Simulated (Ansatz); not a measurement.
Species: AlBr₂ (charge +1, singlet). 
Coordinates optimised at B3LYP-D3(BJ)/def2-TZVP (Ansatz, a program for electronic structure):
```
Al
Br 1 2.1564
Br 1 2.1564 2 180.00
```
Charge +1, spin multiplicity 1.

Basis-set convergence of Hartree-Fock and MP2 correlation energies (hartree) with Ansatz. Valence correlation only, unless marked. Spin-orbit coupling is left out. Frozen are the shells of the preceding noble gas and the d and f shells that filled before the atom's block. Non-relativistic.

| basis | functions | E(HF) | E(corr, MP2) |
|---|---|---|---|
| def2-SVP | 82 | -5385.89088 | -0.27586 |
| def2-TZVPP | 138 | -5386.60892 | -0.36243 |
| def2-QZVPP | 248 | -5386.71409 | -0.40148 |

Extrapolating the two largest sets (X = 3 and 4) as X^-3: E(corr) = (64·(-0.40148) - 27·(-0.36243))/37 = -0.4300 Eh, an estimate of the basis-set limit. The largest set recovers 93.4 % of it, the smallest 64.2 %.
